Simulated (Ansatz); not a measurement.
Two members of one family (S-phenylphenoxathiinium salts), computed with Ansatz in the gas phase. Binding counts from free atoms in the multiplicity of their measured ground term, without zero-point energy. The structures are stationary points that may keep the symmetry of their start.

First: S-phenylphenoxathiinium tetracyanoborate (singlet, charge 0, PBE-D4/def2-SVP geometry).

```xyz
42

N     1.0545    5.5546    3.4460
C     0.9451    4.6091    2.7616
B     0.7975    3.3306    1.8388
C    -0.5455    2.5047    2.1282
N    -1.4870    1.8098    2.2316
C     2.0025    2.2900    2.0284
N     2.8061    1.4347    2.0714
C     0.7593    3.6869    0.2780
N     0.6836    3.8144   -0.8858
C     3.1532   -1.7612   -2.7435
C     1.7782   -1.9133   -2.9969
C     0.8347   -1.2935   -2.1659
C     1.3011   -0.5258   -1.0892
S     0.1834    0.3198    0.0628
C    -0.2160   -0.9632    1.2381
C     0.6549   -1.1346    2.3270
C     0.4129   -2.1670    3.2374
C    -0.6956   -3.0144    3.0583
C    -1.5689   -2.8286    1.9833
C    -1.3378   -1.7922    1.0627
O    -2.2542   -1.6683    0.0549
C    -2.3345   -0.5579   -0.7353
C    -3.5048   -0.4314   -1.5041
C    -3.6781    0.6795   -2.3359
C    -2.6946    1.6826   -2.4081
C    -1.5255    1.5709   -1.6512
C    -1.3466    0.4426   -0.8294
C     2.6686   -0.3484   -0.8212
C     3.5951   -0.9847   -1.6616
H     3.8863   -2.2505   -3.4024
H     1.4360   -2.5172   -3.8506
H    -0.2427   -1.3951   -2.3647
H     1.5165   -0.4582    2.4488
H     1.0916   -2.3075    4.0915
H    -0.8902   -3.8269    3.7753
H    -2.4542   -3.4641    1.8352
H    -4.2681   -1.2170   -1.4152
H    -4.6014    0.7688   -2.9271
H    -2.8394    2.5616   -3.0521
H    -0.7489    2.3543   -1.6846
H     3.0015    0.2659    0.0336
H     4.6716   -0.8603   -1.4680
```

```json
{"level": "PBE-D4/def2-SVP", "HOMO (eV)": "-6.49", "LUMO (eV)": "-3.08", "gap (eV)": "3.42", "binding per atom (eV)": "5.66"}
{"level": "PBE-D4/def2-TZVP", "HOMO (eV)": "-6.52", "LUMO (eV)": "-3.19", "gap (eV)": "3.33", "binding per atom (eV)": "5.58"}
{"level": "PBE0-D4/def2-SVP", "HOMO (eV)": "-7.52", "LUMO (eV)": "-2.29", "gap (eV)": "5.23", "binding per atom (eV)": "5.49"}
{"level": "PBE0-D4/def2-TZVP", "HOMO (eV)": "-7.48", "LUMO (eV)": "-2.36", "gap (eV)": "5.13", "binding per atom (eV)": "5.41"}
```

Second: S-phenylphenoxathiinium bis(oxalato)borate (singlet, charge 0, PBE-D4/def2-SVP geometry).

Cartesian coordinates in Å:
```
O -3.713 -0.327 -0.875
C -2.985 -1.040 -1.528
O -1.664 -0.851 -1.707
B -1.120 -1.978 -2.535
O -2.253 -2.826 -2.860
C -3.375 -2.339 -2.290
O -4.479 -2.821 -2.353
O -0.081 -2.675 -1.715
C 1.112 -2.279 -2.144
O 2.168 -2.403 -1.546
C 0.913 -1.523 -3.493
O 1.795 -1.060 -4.180
O -0.405 -1.448 -3.709
C 3.713 -0.203 3.410
C 2.650 0.713 3.525
C 1.596 0.688 2.603
C 1.634 -0.271 1.580
S 0.343 -0.412 0.321
C 0.611 1.011 -0.720
C 1.694 0.947 -1.615
C 1.917 2.004 -2.502
C 1.060 3.118 -2.485
C -0.015 3.178 -1.594
C -0.257 2.119 -0.703
O -1.341 2.266 0.115
C -1.785 1.285 0.950
C -2.987 1.553 1.629
C -3.546 0.596 2.474
C -2.922 -0.653 2.658
C -1.725 -0.929 1.995
C -1.147 0.050 1.166
C 2.676 -1.203 1.447
C 3.726 -1.154 2.379
H 4.535 -0.176 4.141
H 2.646 1.454 4.338
H 0.756 1.395 2.683
H 2.345 0.059 -1.633
H 2.745 1.936 -3.221
H 1.223 3.949 -3.187
H -0.705 4.034 -1.572
H -3.475 2.520 1.442
H -4.496 0.815 2.982
H -3.377 -1.416 3.305
H -1.226 -1.902 2.113
H 2.663 -1.932 0.618
H 4.558 -1.871 2.294
```

Q: Estimate how these quantities change from the first to the second (second minus first).

A: 
```
            level  Δ HOMO (eV)  Δ LUMO (eV)  Δ gap (eV)  Δ binding per atom (eV)
  PBE-D4/def2-SVP         1.04        -0.03       -1.06                     0.07
 PBE-D4/def2-TZVP         0.79        -0.04       -0.82                     0.05
 PBE0-D4/def2-SVP         0.35        -0.02       -0.37                     0.05
PBE0-D4/def2-TZVP         0.23        -0.03       -0.27                     0.03
```
